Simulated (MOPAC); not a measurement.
MOPAC input (PM3):

```
PM3 FORCE THERMO(298,298) PRECISE LET UHF MS=0.5 GEO-OK AUX(PRECISION=9) THREADS=1
C3H10GeN

C    -2.33014981 1   -0.17776576 1   -0.35354848 1
C    -1.53420541 1    0.90365397 1    0.34858488 1
N    -0.09249639 1    0.77388549 1    0.10943814 1
C     0.71043843 1    1.98438248 1    0.16148984 1
Ge    0.77635975 1   -0.78193884 1   -0.12119488 1
H    -2.39306354 1   -0.00702980 1   -1.43689492 1
H    -3.35755129 1   -0.20741977 1    0.03165061 1
H    -1.88899513 1   -1.17837038 1   -0.20412100 1
H    -1.87631511 1    1.90924136 1    0.02374157 1
H    -1.70060596 1    0.86384149 1    1.44646440 1
H     1.76783167 1    1.71814072 1    0.02225630 1
H     0.41662777 1    2.69055048 1   -0.62996546 1
H     0.59909498 1    2.49873433 1    1.12783440 1
H     0.15481254 1   -2.13542238 1   -0.13487473 1
H     2.25558128 1   -0.83080996 1   -0.28724817 1
```

From the output:

```
     H   15   0.005379   0.151420   2.049362

          HEAT OF FORMATION =       5.396743 KCALS/MOLE

          ZERO POINT ENERGY      75.005 KCAL/MOL

           NORMAL COORDINATE ANALYSIS (Total motion = 1 Angstrom)

   Root No.       1         2         3         4         5         6         7         8

                 1 A       2 A       3 A       4 A       5 A       6 A       7 A       8 A

                  25.0     123.5     142.0     172.3     204.8     250.5     301.3     420.5

           1    0.0032    0.0053    0.0054    0.0002    0.0033   -0.0042   -0.0197    0.0390
           2   -0.0069    0.0029    0.0705   -0.0351   -0.0062   -0.0002    0.0181    0.0329
           3    0.0526   -0.0010   -0.0090    0.0149   -0.0018    0.0028   -0.0085    0.0014
           4    0.0038    0.0050    0.0057   -0.0009    0.0023   -0.0035   -0.0156    0.0330
           5   -0.0044   -0.0048    0.0117   -0.0225    0.0121   -0.0022   -0.0175   -0.0307
           6   -0.0502   -0.0064   -0.0185    0.0109   -0.0279    0.0137   -0.0245    0.0072
           7   -0.0012    0.0138    0.0408   -0.0084   -0.0207   -0.0035   -0.0210   -0.0213
           8   -0.0021   -0.0085   -0.0043   -0.0182    0.0209   -0.0019   -0.0195   -0.0104
           9   -0.0106   -0.0306   -0.0291   -0.0371    0.0556    0.0003    0.0105    0.0122
          10   -0.0229   -0.0051    0.0128   -0.0260    0.0122    0.0059   -0.0197   -0.0165
          11   -0.0000   -0.0015    0.0011    0.0047   -0.0137   -0.0002    0.0877   -0.0148
          12    0.0352    0.0084    0.0264   -0.0038   -0.0051   -0.0205   -0.0337   -0.0023
          13    0.0037   -0.0030   -0.0108    0.0068   -0.0008    0.0006    0.0142   -0.0102
          14    0.0026    0.0019   -0.0162    0.0130   -0.0013    0.0008   -0.0165    0.0018
          15   -0.0063    0.0042    0.0042    0.0010   -0.0011    0.0010    0.0124   -0.0024
          16    0.0693    0.0103    0.0219   -0.0015    0.0143   -0.0106   -0.0019    0.0553
          17   -0.0557    0.0250    0.1953    0.1160    0.1146   -0.0187    0.0328    0.0426
          18    0.0940   -0.0050   -0.0367   -0.0280   -0.0310    0.0053   -0.0051    0.0062
          19   -0.0121   -0.0008   -0.0342    0.0080    0.0136   -0.0043   -0.0490   -0.0202
          20    0.0049   -0.0001    0.0579   -0.0764   -0.0427    0.0052    0.0276    0.0604
          21    0.0286    0.0207    0.1048    0.1717    0.1319   -0.0194   -0.0008   -0.0150
          22   -0.0461    0.0063    0.0267    0.0013   -0.0099    0.0013   -0.0109    0.0714
          23    0.0295   -0.0098    0.0034   -0.1512   -0.1042    0.0141    0.0252    0.0637
          24    0.1150   -0.0136   -0.0851   -0.0933   -0.0857    0.0136   -0.0070    0.0111
          25    0.0636    0.0066   -0.0091    0.0036    0.0247   -0.0108   -0.0053    0.0273
          26   -0.0565    0.0065    0.0017    0.0109   -0.0368    0.0147   -0.0451   -0.0280
          27   -0.1100    0.0000   -0.0184    0.0306   -0.0692    0.0279   -0.0485    0.0118
          28   -0.0569   -0.0006   -0.0186    0.0006   -0.0085    0.0037   -0.0379    0.0409
          29    0.0497   -0.0184   -0.0053   -0.0514    0.0713   -0.0200    0.0078   -0.0350
          30   -0.1083   -0.0008   -0.0189    0.0287   -0.0678    0.0274   -0.0490    0.0135
          31   -0.0288    0.1049   -0.0151   -0.0531    0.0484    0.0204   -0.0867   -0.0076
          32    0.0049   -0.0591    0.0160    0.0179   -0.0300   -0.0090    0.1023   -0.0175
          33    0.0621   -0.2032    0.0856    0.0367   -0.0497   -0.0592   -0.0932   -0.0010
          34   -0.0558   -0.1059   -0.0138   -0.0353    0.0404    0.0206    0.0209   -0.0118
          35   -0.0179    0.2403   -0.0523   -0.0306    0.0204    0.0328    0.1450   -0.0185
          36    0.0308    0.0593    0.0145   -0.0113    0.0025   -0.0133   -0.0213   -0.0029
          37   -0.0015   -0.0346    0.0449    0.0020   -0.0310   -0.0110    0.0139   -0.0269
          38    0.0148   -0.1806    0.0456    0.0434   -0.0595   -0.0254    0.1161   -0.0216
          39    0.0493    0.2074    0.0174   -0.0121   -0.0120   -0.0136   -0.0173   -0.0100
          40    0.0247   -0.0252   -0.0073    0.0053    0.0303    0.1673    0.0231    0.0568
          41   -0.0064    0.0174   -0.0450    0.0606   -0.0311   -0.0711    0.0331    0.2035
          42   -0.0434    0.0436   -0.0024    0.0053   -0.0548   -0.2956   -0.0041   -0.1074
          43   -0.0152   -0.0012   -0.0692    0.0168    0.0085   -0.1502    0.0589    0.1817
          44    0.0121    0.0012    0.0142    0.0087   -0.0066    0.0792   -0.0373   -0.0842
          45    0.0347    0.0046    0.0537    0.0523   -0.0432    0.2968    0.0022    0.0224

   Root No.       9        10        11        12        13        14        15        16

                 9 A      10 A      11 A      12 A      13 A      14 A      15 A      16 A

                 472.6     492.5     644.0     652.6     819.9     946.7     963.7    1009.2

           1   -0.0097   -0.0264    0.0137    0.0210    0.0075   -0.0192    0.0058   -0.0054
           2   -0.0089   -0.0225    0.0074    0.0102    0.0049   -0.0252    0.0073   -0.0022
           3   -0.0004    0.0004    0.0009    0.0017    0.0088    0.0019    0.0022   -0.0209
           4   -0.0080   -0.0203    0.0065    0.0091   -0.0001    0.0065   -0.0019   -0.0017
           5    0.0265    0.0383    0.0289    0.0485    0.0061   -0.0219    0.0043   -0.0024
           6   -0.0015   -0.0045   -0.0011   -0.0044    0.0497   -0.0008   -0.0048    0.0306
           7    0.0042    0.0331   -0.0167   -0.0254    0.0057    0.0024    0.0103    0.0152
           8    0.0160    0.0116    0.0173    0.0288   -0.0064    0.0342   -0.0134   -0.0089
           9    0.0167   -0.0244   -0.0140   -0.0236   -0.0136   -0.0112   -0.0217   -0.0106
          10    0.0154    0.0266   -0.0308   -0.0463   -0.0121    0.0034   -0.0231   -0.0095
          11    0.0044    0.0080   -0.0066   -0.0067   -0.0030    0.0349    0.0039    0.0097
          12    0.0063    0.0092   -0.0135   -0.0210   -0.0091    0.0035    0.0491   -0.0002
          13    0.0005   -0.0062    0.0083    0.0061    0.0000    0.0014   -0.0004   -0.0004
          14   -0.0102   -0.0059   -0.0133   -0.0109    0.0000   -0.0037    0.0007    0.0010
          15   -0.0105    0.0065    0.0080    0.0064    0.0003    0.0018   -0.0001   -0.0003
          16   -0.0203   -0.0440    0.0134    0.0216   -0.1527   -0.0101   -0.0244    0.1358
          17   -0.0208   -0.0471   -0.0101   -0.0100   -0.0042    0.0408   -0.0143    0.0087
          18   -0.0017   -0.0006    0.0060    0.0080   -0.0613   -0.0129   -0.0056    0.0401
          19    0.0262    0.0376    0.0429    0.0669    0.0630   -0.1724    0.0573   -0.0398
          20   -0.0243   -0.0497   -0.0036   -0.0082    0.0007    0.0395   -0.0111   -0.0047
          21    0.0035    0.0060   -0.0008    0.0060   -0.0673   -0.0152   -0.0070    0.0503
          22   -0.0315   -0.0660   -0.0126   -0.0173    0.1144    0.0883   -0.0064   -0.0995
          23   -0.0274   -0.0528   -0.0046   -0.0060   -0.0066    0.0348   -0.0113    0.0047
          24   -0.0029   -0.0016    0.0076    0.0072   -0.0678   -0.0071   -0.0081    0.0437
          25   -0.0023   -0.0195    0.0087    0.0146    0.1243    0.0527    0.0204   -0.1152
          26    0.0055    0.0444    0.0521    0.0950   -0.1354    0.0036    0.0285   -0.1593
          27   -0.0178   -0.0010    0.0139    0.0247   -0.1005   -0.0070   -0.0003   -0.0162
          28   -0.0083   -0.0282    0.0291    0.0429   -0.1253   -0.0262   -0.0399    0.1595
          29    0.0528    0.0287    0.0231    0.0286    0.1642   -0.0408   -0.0275    0.1973
          30   -0.0177   -0.0026    0.0123    0.0221   -0.1021   -0.0032   -0.0046   -0.0109
          31    0.0261    0.0257   -0.0023    0.0003   -0.0097    0.1986   -0.0167    0.0351
          32    0.0006    0.0102   -0.0138   -0.0176   -0.0031   -0.0120   -0.0159   -0.0036
          33    0.0008    0.0245    0.0042    0.0088   -0.0012    0.0876   -0.0998    0.0012
          34    0.0286   -0.0016   -0.0489   -0.0775   -0.0367   -0.0305    0.3186   -0.0031
          35    0.0047    0.0007   -0.0254   -0.0366   -0.0114   -0.0588    0.0470   -0.0172
          36    0.0063    0.0073   -0.0178   -0.0279   -0.0118   -0.0172    0.0633   -0.0074
          37   -0.0002    0.0421   -0.0512   -0.0769   -0.0089   -0.1264   -0.2002   -0.0636
          38   -0.0055    0.0149   -0.0244   -0.0346   -0.0047   -0.0735   -0.0440   -0.0255
          39   -0.0056    0.0254   -0.0218   -0.0318   -0.0017   -0.0567   -0.1713   -0.0384
          40   -0.0992    0.1027    0.0262   -0.0056    0.0034    0.0016    0.0006    0.0026
          41    0.2641    0.1161    0.2455   -0.1621   -0.0090    0.0030   -0.0009   -0.0063
          42    0.1860   -0.1724   -0.0548    0.0380   -0.0077    0.0002   -0.0018   -0.0059
          43    0.0093    0.1765   -0.2420    0.1353    0.0022    0.0037    0.0068    0.0037
          44   -0.0001   -0.0881    0.1233   -0.0804   -0.0014   -0.0037   -0.0030   -0.0014
          45    0.3201   -0.0744   -0.1673    0.0919   -0.0008   -0.0008   -0.0123   -0.0020

   Root No.      17        18        19        20        21        22        23        24

                17 A      18 A      19 A      20 A      21 A      22 A      23 A      24 A

                1024.6    1111.1    1133.7    1187.9    1242.3    1337.3    1353.3    1363.5

           1    0.0083   -0.0467   -0.0650   -0.0208   -0.0041    0.0067    0.0026   -0.0133
           2    0.0304    0.0145    0.0284   -0.0060    0.0066   -0.0106    0.0001   -0.0038
           3    0.0024    0.0523   -0.0368   -0.0023    0.0002   -0.0007   -0.0006    0.0047
           4   -0.0033    0.0400    0.0611    0.0370    0.0216    0.0553    0.0045   -0.0110
           5   -0.0216   -0.0162   -0.0159    0.0018   -0.0200    0.0433   -0.0047    0.0392
           6   -0.0052   -0.0414    0.0296    0.0005    0.0119   -0.0003    0.0008   -0.0013
           7    0.0020    0.0022   -0.0138    0.0588   -0.0430   -0.0103   -0.0005    0.0039
           8   -0.0066   -0.0064   -0.0091    0.0310    0.0772   -0.0417    0.0025   -0.0192
           9    0.0080   -0.0010   -0.0019    0.0246   -0.0415    0.0055   -0.0017    0.0059
          10    0.0028   -0.0019    0.0036   -0.0305    0.0039   -0.0187    0.0160   -0.0116
          11    0.0247   -0.0004   -0.0035   -0.0135   -0.0209    0.0077   -0.0070    0.0166
          12   -0.0054    0.0005    0.0012   -0.0116    0.0085   -0.0084   -0.0352   -0.0121
          13   -0.0004   -0.0002    0.0002   -0.0004    0.0031   -0.0007    0.0001   -0.0005
          14    0.0013    0.0005    0.0004    0.0004   -0.0059    0.0018   -0.0001    0.0010
          15   -0.0007   -0.0003   -0.0001   -0.0004    0.0033   -0.0009    0.0001   -0.0005
          16   -0.0479   -0.2895    0.0190   -0.0378   -0.0369   -0.0916   -0.0153    0.0685
          17   -0.0564   -0.0015   -0.0316   -0.0111   -0.0157    0.0066   -0.0020    0.0085
          18    0.0019   -0.0483    0.0169   -0.0067   -0.0059   -0.0390   -0.0061    0.0284
          19    0.1973    0.0392    0.0072   -0.0569   -0.0050   -0.1219   -0.0103    0.0216
          20   -0.0470    0.0065   -0.0213    0.0018    0.0033    0.0299    0.0025   -0.0038
          21    0.0058   -0.0508    0.0500    0.0109    0.0012    0.0156    0.0058   -0.0347
          22   -0.0994    0.0560   -0.2671   -0.0442   -0.0544   -0.0716   -0.0156    0.0719
          23   -0.0472   -0.0175   -0.0266   -0.0104   -0.0209   -0.0059   -0.0009   -0.0052
          24   -0.0044   -0.0391    0.0314    0.0082    0.0035    0.0399    0.0077   -0.0408
          25   -0.0784   -0.0503    0.3570   -0.0553   -0.0957   -0.1315   -0.0271    0.0818
          26   -0.0740    0.0101    0.0860   -0.0986   -0.2169   -0.0075    0.0115   -0.1216
          27   -0.0020    0.0154   -0.0357   -0.0176   -0.0520    0.0441    0.0215   -0.1247
          28   -0.0572    0.3406    0.0204   -0.0721   -0.0136   -0.1124   -0.0191    0.0861
          29   -0.0899    0.0917   -0.0073   -0.1205   -0.0886    0.0001    0.0237   -0.1310
          30    0.0073    0.0307    0.0038    0.0199    0.0298   -0.0444   -0.0227    0.1201
          31    0.1272   -0.0026    0.0187   -0.1768    0.0087    0.0967   -0.1703   -0.0103
          32   -0.0029   -0.0011   -0.0055    0.0120   -0.0182   -0.0184    0.0892    0.0131
```
